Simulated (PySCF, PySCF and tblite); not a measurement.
A run on one conformer of aminodimethylborane, C₂H₈BN, numbered as in [CH3:1][B:2]([CH3:3])[NH2:4], from an ensemble study. The sound level was CAM-B3LYP/pcSseg-1 (IEF-PCM, chloroform) on GFN2-xTB geometries.

Input:

```
{"job": {"xc": "PBE0", "basis": "STO-3G", "kind": "nmr", "pop": false}, "charge": 0, "multiplicity": 1}
C     -0.929455    -1.100946     0.429636
B     -0.076933     0.173148     0.011002
C      1.412596     0.017317    -0.520237
N     -0.639335     1.434406     0.111043
H     -1.030012    -1.796446    -0.401355
H     -0.442487    -1.652562     1.231511
H     -1.932646    -0.850864     0.768805
H      1.879141     0.968315    -0.768765
H      1.448631    -0.605962    -1.411589
H      2.043563    -0.472079     0.219180
H     -1.574886     1.602771     0.441845
H     -0.156978     2.282216    -0.137103
```

Command: OMP_NUM_THREADS=1 python ens_run.py task.json out

Output:

```
coarse grid: 9280 points
cycle   1  E = -158.5021449642  dE =  2.152e-01  |g| = 3.683e-01  |ddm| = 3.972e+00
cycle   2  E = -158.5146869671  dE = -1.254e-02  |g| = 3.209e-01  |ddm| = 8.643e-01
cycle   3  E = -158.5441933301  dE = -2.951e-02  |g| = 5.163e-02  |ddm| = 4.248e-01
cycle   4  E = -158.5450568049  dE = -8.635e-04  |g| = 8.577e-03  |ddm| = 7.683e-02
cycle   5  E = -158.5450772252  dE = -2.042e-05  |g| = 2.026e-03  |ddm| = 1.244e-02
cycle   6  E = -158.5450786162  dE = -1.391e-06  |g| = 1.188e-04  |ddm| = 3.065e-03
final grid: 87592 points
cycle   7  E = -158.5334171697  dE = -8.609e-06  |g| = 3.637e-03  |ddm| = 1.317e-02
cycle   8  E = -158.5334189672  dE = -1.797e-06  |g| = 2.822e-03  |ddm| = 8.324e-03
cycle   9  E = -158.5334213495  dE = -2.382e-06  |g| = 2.479e-04  |ddm| = 3.646e-03
cycle  10  E = -158.5334213702  dE = -2.064e-08  |g| = 6.304e-05  |ddm| = 3.975e-04
cycle  11  E = -158.5334213712  dE = -1.080e-09  |g| = 9.808e-06  |ddm| = 7.811e-05
cycle  12  E = -158.5334213713  dE = -3.229e-11  |g| = 1.000e-06  |ddm| = 1.582e-05
converged SCF energy = -158.5334213713

GIAO shielding tensors (ppm)
atom      isotropic    diamagn.    paramagn.     s11        s22        s33       span
  0 C      226.461     245.009     -18.548    220.117    227.921    231.345     11.229
  1 B       86.052     197.226    -111.174     52.620     67.200    138.338     85.718
  2 C      226.497     244.998     -18.502    220.120    228.004    231.366     11.246
  3 N      239.413     312.159     -72.746    181.945    263.681    272.615     90.671
  4 H       32.479      30.922       1.557     27.708     29.980     39.749     12.041
  5 H       32.485      30.922       1.563     27.727     29.962     39.766     12.039
  6 H       32.633      31.257       1.375     27.645     30.447     39.806     12.161
  7 H       32.633      31.250       1.383     27.645     30.444     39.810     12.165
  8 H       32.484      30.917       1.567     27.720     29.968     39.765     12.045
  9 H       32.483      30.922       1.561     27.718     29.973     39.758     12.041
 10 H       28.929      30.594      -1.664     23.236     26.736     36.816     13.580
 11 H       28.929      30.588      -1.659     23.242     26.723     36.822     13.580
```

**Question.** What is wrong with this calculation?

**Answer.** The setting at fault: minimal or split-valence basis without polarisation functions. (The functional and solvent model also differ from the sound level's.) The run converged.
